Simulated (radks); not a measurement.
Charge is removed step by step from the 3s down level of neutral bromine, starting from [Ne] 3s(up 1, down 1) 3p6 3d10 4s2 4p5. All-electron calculation, scalar-relativistic Kohn-Sham, r2SCAN, spin-polarised, spherical densities, finite nucleus; open shells are filled with parallel spins first; meta-GGA in the generalised Kohn-Sham scheme; Fermi nuclear charge, rms radius 4.1629 fm. Program: a radial shooting solver on a logarithmic mesh with Libxc functionals. At the starting occupation the eigenvalue is -244.16 eV. Estimate the energy to remove one whole electron from this level, the eigenvalue at the end, and how far E(n) bends from a straight line.

Answer. Delta-SCF 255.56 eV; final eigenvalue -267.49 eV; the deviation from the straight line is -2.919 eV at 0.5 electron removed, the largest on the grid computed. Slater's transition state (half an electron removed) gives 255.57 eV. Integrating minus the eigenvalue over the occupation (Janak's theorem) gives 255.65 eV. In this scalar-relativistic scheme the density is built from large components alone, so the theorem holds only approximately. The mean slope of the eigenvalue, de/dn, is 23.3 eV per electron.
